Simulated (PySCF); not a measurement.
Ligands exchanged one at a time, Ga F-NH2. All species are isolated molecules in the gas phase. One relaxed conformer stands for each flexible species; it need not be the lowest. Strings in code marks are SMILES.

The LUMO from two functionals at the same geometries (PBE0-D4/def2-TZVP), both in PySCF: PBE-D3(BJ)/def2-TZVP and B3LYP-D3(BJ)/def2-TZVP. B3LYP has the VWN-RPA correlation part, as in Gaussian. 

```tsv
species	B3LYP-D3(BJ)/def2-TZVP (eV)
0 of 3 F replaced by NH2 (`[F][Ga]([F])[F]`)	-2.78
1 of 3 F replaced by NH2 (`[NH2][Ga]([F])[F]`)	-1.55
2 of 3 F replaced by NH2	-0.69
3 of 3 F replaced by NH2	-0.18
```

What does PBE-D3(BJ)/def2-TZVP give for each?


- 0 of 3 F replaced by NH2 (`[F][Ga]([F])[F]`): -3.36
- 1 of 3 F replaced by NH2 (`[NH2][Ga]([F])[F]`): -2.12
- 2 of 3 F replaced by NH2: -1.22
- 3 of 3 F replaced by NH2: -0.67
Over these rows, drawn at random from the members with no instability flagged (it was tested for open shells, ions and some series alone), PBE minus B3LYP-D3(BJ): mean -0.54 eV, from -0.58 eV to -0.49 eV.
